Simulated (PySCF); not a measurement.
**Worked example: oscillator strength and radiative lifetime**

Ga(Cl)2(SH) (Cl2GaHS), SMILES [SH][Ga]([Cl])[Cl].

Geometry optimised at B3LYP-D3(BJ)/def2-SVP. The structure was generated by enumeration; whether it is a known compound was not checked. Other conformers were not sampled.

TDA-PBE/def2-SVPD run with PySCF puts the first singlet state with f over 0.02 at 5.74 eV (vertical), with the transition dipole (0.255, 0.920, 0.000) in atomic units.

Q: Find the oscillator strength, the wavelength and the radiative lifetime that this transition would have in vacuum if emission retraced absorption.

A: 
|μ|² = 0.9114 au, so |μ| = 2.43 D. ΔE = 5.74/27.211 = 0.2109 hartree. f = (2/3) ΔE |μ|² = 0.128 (the program prints 0.128).
λ = 1239.84/5.74 = 216 nm; ν = 46296 cm⁻¹.
Einstein's coefficient A = 0.6670 ν² f s⁻¹ (ν in cm⁻¹) = 1.8e8 s⁻¹, so τ = 1/A = 5.5 ns. This state is S5; the lower singlets have f = 0.007, 0.000, 0.012, 0.000. The figure is the radiative limit of this one transition; relaxation, internal conversion, crossing to triplets and a medium change what is measured.
